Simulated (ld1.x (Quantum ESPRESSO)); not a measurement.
# Transferability test, RRKJ potential for Nb (Z = 41)

* Element: Nb (Z = 41)
* Generator: ld1.x (Quantum ESPRESSO) 7.5
* Type: norm-conserving RRKJ (Kleinman–Bylander form)
* Functional: PBEsol
* Relativity: scalar-relativistic
* Frozen core: [Ar] 3d10
* Valence charge: 13
* Reference configuration: 4s2 4p6 4d4 5s0 5p0 (charge +1)
* Partial waves: 4s (bound): rc 1.85 bohr; 4p (bound): rc 2.10 bohr; 4d (bound): rc 2.15 bohr
* Local potential: all-electron potential smoothed inside 1.55 bohr (lloc = -1)
* Core correction: Bessel-smoothed model core inside 1.10 bohr
* rho0: 0.01

Energies are relative to the spin-unpolarised reference configuration 4s2 4p6 4d4 5s0 5p0; without spin polarisation the order of configurations can differ from experiment.

| valence configuration | charge | ΔE all-electron (eV) | error AE − PS (meV) |
| --- | --- | --- | --- |
| 4s2 4p6 4d3 5s0 5p0 | +2 | 14.028 | +1.8 |
| 4s2 4p5 4d4 5s1 5p0 | +1 | 33.077 | -21 |
| 4s2 4p6 4d4 5s0.5 5p0 | +0.5 | -3.999 | +12 |
| 4s2 4p6 4d4.5 5s0.5 5p0 | 0 | -6.087 | +9.0 |
| 4s1 4p6 4d4 5s1 5p0 | +1 | 57.328 | +9.1 |

Question: What are ΔE and the potential's error for 4s2 4p6 4d4 5s1 5p0?

Answer: ΔE = -6.652 eV all-electron; the error (AE − PS) is +21 meV.

Question: What are ΔE and the potential's error for 4s2 4p6 4d2 5s0 5p0?

Answer: ΔE = 38.725 eV all-electron; the error (AE − PS) is +21 meV.

Levels in the configuration 4s1 4p6 4d4 5s1 5p0:

```json
{"level": "4s", "all-electron (eV)": "-70.177", "pseudo (eV)": "-70.194"}
{"level": "4p", "all-electron (eV)": "-45.884", "pseudo (eV)": "-45.944"}
{"level": "4d", "all-electron (eV)": "-12.631", "pseudo (eV)": "-12.582"}
{"level": "5s", "all-electron (eV)": "-10.807", "pseudo (eV)": "-10.851"}
```
